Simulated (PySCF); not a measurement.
**Ionisation energy along the 24-electron series**

Calculated with PySCF 2.14 and a two-component X2C-1e Hamiltonian (Gaussian nucleus, no Breit or QED terms), each ion in its own even-tempered basis scaled to its charge; GMP2 freezes [Ne] and drops the highest virtual spinors. Values in eV. NIST values: (m) measured, (s) semi-empirical, (t) theoretical.

```
  ion  configuration  GHF (spin-free)  GMP2 (spin-free)  GHF (screened spin-orbit)  GMP2 (screened spin-orbit)          NIST
Lu⁴⁷⁺       [Ar] 3d6           4092.0            4093.0                     4087.6                      4087.5  4086 ± 4 (t)
Hf⁴⁸⁺       [Ar] 3d6           4253.6            4254.6                     4247.9                      4247.7  4246 ± 4 (t)
Ta⁴⁹⁺       [Ar] 3d6           4418.1            4419.1                     4410.9                      4410.7  4410 ± 4 (t)
```

Between Z = 71 and Z = 73 the GMP2 (screened spin-orbit) value grows as Z to the power 2.74.
